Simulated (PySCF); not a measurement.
# Potential energy of TeAs⁺ along the bond

Set-up: PySCF, scalar-relativistic core potentials, basis sets Te def2-SVP with ECP28, As def2-SVP. Energies in eV from Te⁺ + As in their ground configurations at the same level. State: ¹Σ⁺ (singlet), closed shell.

All columns are PBE0. A positive dipole points towards As; it is taken about the centre of mass and depends on that origin.

```tsv
R (Å)	E (eV)	μ (D)	Mulliken charge on Te (basis-dependent)	HOMO (eV)	LUMO (eV)	Mayer bond order	⟨S²⟩
1.956	-1.902	0.18	0.57	-14.91	-9.09	2.86	0.00
2.047	-3.037	0.39	0.55	-14.96	-9.28	2.86	0.00
2.139	-3.651	0.60	0.53	-14.65	-9.46	2.86	0.00
2.207	-3.861	0.76	0.52	-14.42	-9.59	2.87	0.00
2.275	-3.913	0.93	0.51	-14.21	-9.72	2.87	0.00
2.343	-3.845	1.08	0.50	-14.02	-9.83	2.87	0.00
2.434	-3.618	1.29	0.49	-13.78	-9.97	2.87	0.00
2.548	-3.191	1.54	0.48	-13.52	-10.13	2.88	0.00
2.684	-2.564	1.83	0.47	-13.25	-10.29	2.88	0.00
2.866	-1.665	2.19	0.46	-12.94	-10.46	2.88	0.00
```

A fit through these points gives, at Re = 2.267 Å, μ = 0.91 D and dμ/dR = 2.35 D/Å; the reduced mass is 47.52 u.

Problem. How strong is the fundamental in the double-harmonic approximation, I = 42.26·(dμ/dR)²/μred km/mol?

Solution. I = 42.26·(2.35)²/47.52 = 4.91 km/mol at PBE0.

These are scalar-relativistic numbers at best; spin–orbit coupling would shift them, the dissociation energy most. For an ion De counts to the pair picked by the measured ionisation energies or electron affinities, which need not be the lowest pair at this level.
